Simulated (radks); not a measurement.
Values are calculated unless marked as measured or tabulated.
Species: B3+. Configuration: [He].

Level of theory: non-relativistic Kohn-Sham, r2SCAN, spin-polarised, spherical densities, point nucleus; meta-GGA in the generalised Kohn-Sham scheme (a radial shooting solver on a logarithmic mesh with Libxc functionals).

Energy parts (eV):
part                     energy
total                  -599.553
kinetic                 598.478
electron-nucleus      -1275.602
Hartree                 157.717
exchange-correlation    -80.146

Orbitals (lengths in bohr, moments of r in powers of bohr; r(90%) holds 90 % of the orbital's charge):
orbital  occ.  eigenvalue (eV)  r(90%)     <r>    <r^4>
1s          2        -234.3386   0.583  0.3253  0.05327

The highest occupied level is 1s at -234.34 eV. The density falls to 0.001 e/bohr^3 at r = 1.22 bohr.
